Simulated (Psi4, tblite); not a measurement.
Interaction energy of C4H4O ··· C4H5N (SMILES c1ccoc1 and c1cc[nH]c1). Monomers: optimised at B3LYP-D3(BJ) (def2-TZVP), held rigid. Orientation: lowest of the rigid-body minima from ten starts at GFN2-xTB. The monomers approach along the line of their centres of mass (distance R); nothing else relaxes.

Levels: GFN2-xTB (tblite); SAPT0/jun-cc-pVDZ, frozen core (Psi4).

Interaction energies in kJ/mol:

```tsv
R / Å	GFN2-xTB
2.81	16.31
3.00	-4.24
3.26	-13.46
3.44	-14.48
3.64	-13.66
3.84	-12.04
4.13	-9.42
4.45	-6.83
4.95	-3.88
5.64	-1.64
6.65	-0.36
7.92	0.07
```

**Question.** What does SAPT0/jun-cc-pVDZ give at the same points?

**Answer.** 2.81: 57.16; 3.00: 20.08; 3.26: -1.85; 3.44: -7.22; 3.64: -8.88; 3.84: -8.51; 4.13: -6.85; 4.45: -4.97; 4.95: -2.89; 5.64: -1.42; 6.65: -0.61; 7.92: -0.29 (kJ/mol).
